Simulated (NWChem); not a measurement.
**Basis-set convergence for HBrOPb**

```xyz
4

Pb    -0.5612    -0.4677     0.0000
Br     1.0791     1.6223     0.0000
O      0.9566    -1.9476     0.0000
H      0.5997    -2.8494     0.0000
```
Charge 0, spin multiplicity 1.

The numbers come from NWChem runs, not from measurements. The geometry was optimised at B3LYP/def2-SVP with def2 effective core potentials on Pb, a minimum by its harmonic frequencies. It is one conformer; others weren't searched.

Quantity: LUMO energy at the level B3LYP.

Effective core potentials replace the inner electrons of Pb; spin-orbit coupling is left out. B3LYP has NWChem's definition, with VWN1-RPA local correlation. The structure started from a generated list of species.

Relative cost: rough, from shared machines, SCF included, def2-SVP = 1.

```
basis       functions  LUMO energy (eV)  relative cost
----------  ---------  ----------------  -------------
def2-SVP           77             -2.80              1
def2-SVPD         104             -3.09        under 3
def2-TZVP         135             -3.00              3
def2-TZVPP        143             -3.00              3
def2-TZVPD        162             -3.07              5
def2-QZVP         244             -3.04             60
```

Smallest basis within 0.2 eV of def2-QZVP, the largest set run: def2-SVPD, with 104 functions against 244 and about 2 % of the time (also within reach: def2-TZVP, def2-TZVPP, def2-TZVPD). def2-QZVP isn't the basis-set limit itself, and a small set can land close by cancellation.
